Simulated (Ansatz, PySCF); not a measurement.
Complex: N2 (SMILES N#N) (first 2 atoms) with GeH4 (SMILES [GeH4]); geometry from B3LYP-D3(BJ)/def2-TZVP, rigid monomers moved along the line of their centres of mass till N1···Ge3 is 4.14 Å.
(charge 0, multiplicity 1):
| atom | x (Å) | y (Å) | z (Å) |
|---|---|---|---|
| N | -0.4404 | 0.5123 | 0.1420 |
| N | -0.1151 | 1.1897 | -0.6487 |
| Ge | 0.1617 | -0.5002 | 4.1145 |
| H | 1.3861 | 0.1079 | 3.4145 |
| H | 0.4952 | -0.7532 | 5.5931 |
| H | -0.2093 | -1.8274 | 3.4383 |
| H | -1.0196 | 0.4757 | 4.0172 |

Monomers are frozen at their geometry in the pair; levels with a basis set take the counterpoise correction.

Correlated levels freeze the cores. Filled d and f shells under p-block atoms count as core. CBS: X⁻³ extrapolation of the correlation energy, Hartree–Fock from the larger set.

Run with Ansatz (a program for electronic structure) with Gaussian orbitals; PySCF for the dispersion terms. Each number belongs to the level named beside it.

PBE/def2-TZVPPD gives -0.22 kcal/mol for the interaction energy.

Problem. Where do these levels fall relative to PBE: PBE-D3(BJ)/def2-TZVPPD, r2SCAN/def2-TZVPPD, B3LYP/def2-TZVPPD, wB97M-V/def2-TZVPPD, MP2/CBS(aug-cc-pVDZ, aug-cc-pVTZ), CCSD(T)/CBS(aug-cc-pVDZ, aug-cc-pVTZ).

Solution. PBE-D3(BJ)/def2-TZVPPD -0.35; r2SCAN/def2-TZVPPD 0.03; B3LYP/def2-TZVPPD 0.33; wB97M-V/def2-TZVPPD -0.19; MP2/CBS(aug-cc-pVDZ, aug-cc-pVTZ) -0.24; CCSD(T)/CBS(aug-cc-pVDZ, aug-cc-pVTZ) -0.21 kcal/mol. 2 of 6 lie above PBE; the widest gap is to PBE-D3(BJ)/def2-TZVPPD.
